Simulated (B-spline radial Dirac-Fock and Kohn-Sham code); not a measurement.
# Elastic and transport cross sections of tellurium for electrons

The computed values come from a B-spline atomic structure program: relativistic (Dirac) partial waves in the static field of the Dirac-Fock atom with Furness-McCarthy exchange, without polarisation or absorption potentials. σ_tr1 and σ_tr2 weight the cross section with 1 − P₁ and 1 − P₂ of cos θ; "backward" is the share scattered beyond 90°.

```tsv
energy (eV)	σ (a₀²)	σ_tr1 (a₀²)	σ_tr2 (a₀²)	σ/σ_tr1	backward (%)
30000	1.35	0.0167	0.0366	81.3	0.19
33000	1.27	0.0143	0.0317	88.7	0.17
41900	?	?	?	?	?
50000	0.949	0.00731	0.0169	130	0.099
65900	0.784	0.00467	0.0110	168	0.069
75800	0.712	0.00372	0.00889	191	0.057
100000	0.592	0.00237	0.00578	249	0.039
111000	0.553	0.00200	0.00492	276	0.034
121000	0.524	0.00174	0.00430	300	0.030
129000	0.503	0.00157	0.00389	320	0.028
132000	0.496	0.00151	0.00376	327	0.027
200000	0.389	0.000781	0.00198	499	0.015
300000	0.318	0.000414	0.00107	768	0.0082
```

Question: Fill in the row for 41.9 keV.

Answer: σ = 1.07 a₀², σ_tr1 = 0.00974 a₀², σ_tr2 = 0.0221 a₀², σ/σ_tr1 = 110, backward 0.12 %. The ratio σ/σ_tr1 is roughly the number of elastic collisions that randomise the direction.
